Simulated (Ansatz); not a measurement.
This geometry of CdH₃NS (6 atoms, charge 0, multiplicity 1) is a first-order saddle point.

Computed with RKS r2SCANh/def2-SVP in Ansatz 0.2.0.

```xyz
6
Properties=species:S:1:pos:R:3
N -0.721 -0.577 -1.310
Cd -0.005 0.343 0.283
S 0.832 1.434 2.161
H -1.479 -1.246 -1.291
H -0.381 -0.436 -2.252
H 1.755 0.481 2.411
```

**Question.** Which two structures does it join? (They come from a converged band through this point; their orientation in space is the band's.)

**Answer.** No bond is made or broken. The height of N1 over the plane of its neighbours goes from -0.37 to 0.37 Å.

Initial state:

```xyz
6
Properties=species:S:1:pos:R:3
N -0.995 -0.257 -1.356
Cd -0.006 0.342 0.282
S 1.009 1.224 2.192
H -1.479 -1.145 -1.242
H -0.403 -0.357 -2.179
H 1.874 0.193 2.303
```

Final state:

```xyz
6
Properties=species:S:1:pos:R:3
N -0.518 -0.849 -1.307
Cd -0.006 0.306 0.251
S 0.727 1.514 2.111
H -1.478 -1.185 -1.273
H -0.403 -0.396 -2.212
H 1.678 0.610 2.429
```

**Question.** How far does it lie above each of them?

**Answer.** 0.054 eV above the first and 0.051 eV above the second. This is the barrier of this one path; another mechanism may lie lower.

The run took 2.7 min on 1 CPU thread of a shared host.
